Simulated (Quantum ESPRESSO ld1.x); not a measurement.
Input (ld1.x (Quantum ESPRESSO 7.5)):

```
 &input
    atom='Tb',
    iswitch=1,
    rel=2,
    dft='PW86PBE',
    config='[Kr] 4d10 4f9 5s2 5p5 6p1',
    rel_dist='average',
    verbosity='high',
    lsmall=.true.,
    prefix='ld1',
    max_out_wfc=37,
    file_charge='ld1.rho',
 /
```

Command: `OMP_NUM_THREADS=1 ld1.x < ld1.in > ld1.out`

Output (excerpt):

```
     Program LD1 v.7.5 starts

     --------------------------- All-electron run ----------------------------

     dirac relativistic calculation

     atomic number is 65.00
     dft =PW86PBE   lsd =0 sic =0 latt =0  beta=0.20 tr2=1.0E-14
     Exchange-correlation= PW86PBE
                           (   1   4  21   4   0   0   0)
     mesh =2099 r(mesh) = 100.44524 a.u. xmin = -8.00 dx = 0.00800
     1 Ry =  13.60569312 eV, c = 137.03599908

     n l j   nl                  e(Ry)          e(Ha)          e(eV)
     Spin orbit split results
     1 0 0.5 1S 1( 2.00)   -3809.726759861   -1904.863379931 -51833.9731771
     2 0 0.5 2S 1( 2.00)    -632.361019823    -316.180509912  -8603.7099787
     2 1 0.5 2P 1( 2.00)    -600.819631222    -300.409815611  -8174.5675247
     2 1 1.5 2P 1( 4.00)    -545.944054038    -272.972027019  -7427.9472616
     3 0 0.5 3S 1( 2.00)    -141.435236031     -70.717618016  -1924.3244182
     3 1 0.5 3P 1( 2.00)    -127.742741138     -63.871370569  -1738.0285346
     3 1 1.5 3P 1( 4.00)    -116.410744014     -58.205372007  -1583.8488593
     4 0 0.5 4S 1( 2.00)     -29.235704131     -14.617852065   -397.7720186
     4 1 0.5 4P 1( 2.00)     -23.871313575     -11.935656788   -324.7857669
     4 1 1.5 4P 1( 4.00)     -21.363850033     -10.681925016   -290.6699875
     3 2 1.5 3D 1( 4.00)     -92.897657574     -46.448828787  -1263.9370208
     3 2 2.5 3D 1( 6.00)     -90.427320574     -45.213660287  -1230.3263737
     4 2 1.5 4D 1( 4.00)     -12.547659714      -6.273829857   -170.7196075
     4 2 2.5 4D 1( 6.00)     -12.095095187      -6.047547593   -164.5621534
     4 3 2.5 4F 1( 3.86)      -1.727447369      -0.863723684    -23.5031188
     4 3 3.5 4F 1( 5.14)      -1.668742535      -0.834371267    -22.7043988
     5 0 0.5 5S 1( 2.00)      -4.946626383      -2.473313191    -67.3022806
     5 1 0.5 5P 1( 1.67)      -3.485706389      -1.742853194    -47.4254514
     5 1 1.5 5P 1( 3.33)      -3.150174727      -1.575087363    -42.8603106
     6 1 0.5 6P 1( 0.33)      -0.950515032      -0.475257516    -12.9324158
     6 1 1.5 6P 1( 0.67)      -0.903010679      -0.451505339    -12.2860862
     Averaged results
     1 0     1S 1( 2.00)   -3809.726759861   -1904.863379931 -51833.9731771
     2 0     2S 1( 2.00)    -632.361019823    -316.180509912  -8603.7099787
     2 1     2P 1( 6.00)    -564.235913099    -282.117956550  -7676.8206826
     3 0     3S 1( 2.00)    -141.435236031     -70.717618016  -1924.3244182
     3 1     3P 1( 6.00)    -120.188076389     -60.094038194  -1635.2420844
     4 0     4S 1( 2.00)     -29.235704131     -14.617852065   -397.7720186
     4 1     4P 1( 6.00)     -22.199671213     -11.099835607   -302.0419140
     3 2     3D 1(10.00)     -91.415455374     -45.707727687  -1243.7706325
     4 2     4D 1(10.00)     -12.276120998      -6.138060499   -167.0251350
     4 3     4F 1( 9.00)      -1.693901749      -0.846950875    -23.0467074
     5 0     5S 1( 2.00)      -4.946626383      -2.473313191    -67.3022806
     5 1     5P 1( 5.00)      -3.262018614      -1.631009307    -44.3820242
     6 1     6P 1( 1.00)      -0.918845463      -0.459422732    -12.5015294

     final scf error:  7.2E-15 reached in  35 iterations

     Etot =  -23435.069782 Ry,  -11717.534891 Ha, -318850.367764 eV

     Ekin =   25635.202821 Ry,   12817.601410 Ha,  348784.702722 eV
     Encl =  -57600.956770 Ry,  -28800.478385 Ha, -783700.941403 eV
     Eh   =    9044.759099 Ry,    4522.379550 Ha,  123060.216673 eV
     Exc  =    -514.074931 Ry,    -257.037466 Ha,   -6994.345756 eV

     normalization and overlap integrals

     s(1S/1S) =  1.000000  <r> =   0.0215  <r2> =    0.0006  r(max) =   0.0136
     LC norm =  0.94118343 + SC norm =  0.05881657 =  1.00000000
     s(2S/2S) =  1.000000  <r> =   0.0909  <r2> =    0.0098  r(max) =   0.0774
     LC norm =  0.98697292 + SC norm =  0.01302708 =  1.00000000
     s(2P/2P) =  1.000000  <r> =   0.0759  <r2> =    0.0071  r(max) =   0.0590
     LC norm =  0.98692862 + SC norm =  0.01307138 =  1.00000000
     s(2P/2P) =  1.000000  <r> =   0.0828  <r2> =    0.0084  r(max) =   0.0644
     LC norm =  0.98790978 + SC norm =  0.01209022 =  1.00000000
     s(3S/3S) =  1.000000  <r> =   0.2388  <r2> =    0.0653  r(max) =   0.2191
     LC norm =  0.99585171 + SC norm =  0.00414829 =  1.00000000
     s(3P/3P) =  1.000000  <r> =   0.2285  <r2> =    0.0607  r(max) =   0.2071
     LC norm =  0.99591540 + SC norm =  0.00408460 =  1.00000000
     s(3P/3P) =  1.000000  <r> =   0.2417  <r2> =    0.0677  r(max) =   0.2191
     LC norm =  0.99618909 + SC norm =  0.00381091 =  1.00000000
     s(4S/4S) =  1.000000  <r> =   0.5415  <r2> =    0.3311  r(max) =   0.5034
     LC norm =  0.99868597 + SC norm =  0.00131403 =  1.00000000
     s(4P/4P) =  1.000000  <r> =   0.5531  <r2> =    0.3482  r(max) =   0.5074
     LC norm =  0.99876539 + SC norm =  0.00123461 =  1.00000000
     s(4P/4P) =  1.000000  <r> =   0.5830  <r2> =    0.3867  r(max) =   0.5367
     LC norm =  0.99886273 + SC norm =  0.00113727 =  1.00000000
     s(3D/3D) =  1.000000  <r> =   0.2141  <r2> =    0.0539  r(max) =   0.1751
     LC norm =  0.99631257 + SC norm =  0.00368743 =  1.00000000
     s(3D/3D) =  1.000000  <r> =   0.2182  <r2> =    0.0559  r(max) =   0.1779
     LC norm =  0.99639131 + SC norm =  0.00360869 =  1.00000000
     s(4D/4D) =  1.000000  <r> =   0.6181  <r2> =    0.4436  r(max) =   0.5410
     LC norm =  0.99903390 + SC norm =  0.00096610 =  1.00000000
     s(4D/4D) =  1.000000  <r> =   0.6287  <r2> =    0.4589  r(max) =   0.5497
     LC norm =  0.99906041 + SC norm =  0.00093959 =  1.00000000
     s(4F/4F) =  1.000000  <r> =   0.8627  <r2> =    0.9849  r(max) =   0.5541
     LC norm =  0.99945403 + SC norm =  0.00054597 =  1.00000000
     s(4F/4F) =  1.000000  <r> =   0.8770  <r2> =    1.0210  r(max) =   0.5586
     LC norm =  0.99946581 + SC norm =  0.00053419 =  1.00000000
     s(5S/5S) =  1.000000  <r> =   1.3146  <r2> =    1.9422  r(max) =   1.1754
     LC norm =  0.99972585 + SC norm =  0.00027415 =  1.00000000
     s(5P/5P) =  1.000000  <r> =   1.4697  <r2> =    2.4459  r(max) =   1.2835
     LC norm =  0.99978168 + SC norm =  0.00021832 =  1.00000000
     s(5P/5P) =  1.000000  <r> =   1.5612  <r2> =    2.7597  r(max) =   1.3575
     LC norm =  0.99980540 + SC norm =  0.00019460 =  1.00000000
     s(6P/6P) =  1.000000  <r> =   3.8571  <r2> =   16.5970  r(max) =   3.5170
     LC norm =  0.99996278 + SC norm =  0.00003722 =  1.00000000
     s(6P/6P) =  1.000000  <r> =   4.0301  <r2> =   18.0990  r(max) =   3.7196
     LC norm =  0.99996525 + SC norm =  0.00003475 =  1.00000000

     LC charge = 62.68809990 + SC charge =  0.31190010 = 63.00000000

     ------------------------ End of All-electron run ------------------------
```

Run on one thread of a shared host, so times are rough (Intel(R) Xeon(R) Processor @ 2.60GHz): 0.81 s of CPU time, 0.85 s wall, 35 iterations on 2099 mesh points.
